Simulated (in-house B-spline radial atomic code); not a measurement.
**Bi XXXVIII (Bi37+): [Kr] 4d10**

Computed with a B-spline radial code for spherical atoms: Dirac-Kohn-Sham BHandHLYP, spherical fractional occupations, Fermi nucleus of rms radius 5.5211 fm.

Z_r = [3n² - l(l+1)]/(2<r>); Z_e = n√(-2ε); the last column is Slater's effective charge. Values are occupation-weighted means over j. An effective charge above Z reflects the relativistic contraction of the inner shells.

| shell | electrons | ε (eV) | <r> (bohr) | Z_r | Z_e | Slater |
| --- | --- | --- | --- | --- | --- | --- |
| 1s | 2 | -92312 | 0.0158 | 94.96 | 82.37 | 82.70 |
| 2s | 2 | -17903 | 0.06579 | 91.20 | 72.55 | 78.85 |
| 2p | 6 | -15701 | 0.05996 | 83.39 | 67.94 | 78.85 |
| 3s | 2 | -5501.7 | 0.17 | 79.41 | 60.33 | 71.75 |
| 3p | 6 | -4855.3 | 0.1712 | 73.02 | 56.67 | 71.75 |
| 3d | 10 | -4136 | 0.1561 | 67.27 | 52.31 | 61.85 |
| 4s | 2 | -2299.2 | 0.3543 | 67.73 | 52.00 | 55.25 |
| 4p | 6 | -2065 | 0.3687 | 62.38 | 49.28 | 55.25 |
| 4d | 10 | -1783.3 | 0.373 | 56.30 | 45.79 | 43.85 |

The least bound orbital is 4d5/2 at -1771 eV, while the most diffuse is 4p3/2 (<r> = 0.3772 bohr against 0.376 bohr): energy order and size order differ.

Spin-orbit splittings of the orbital energies (j = l + 1/2 above j = l - 1/2 when positive): 2p 2320 eV, 3p 529.5 eV, 3d 111.6 eV, 4p 156.6 eV, 4d 31.94 eV.

For the 1s electron the small component carries 10.1 % of the norm, the zero-frequency Breit interaction raises the level by 358.2 eV, self-energy by 233.6 eV, and vacuum polarisation lowers it by 50.61 eV.
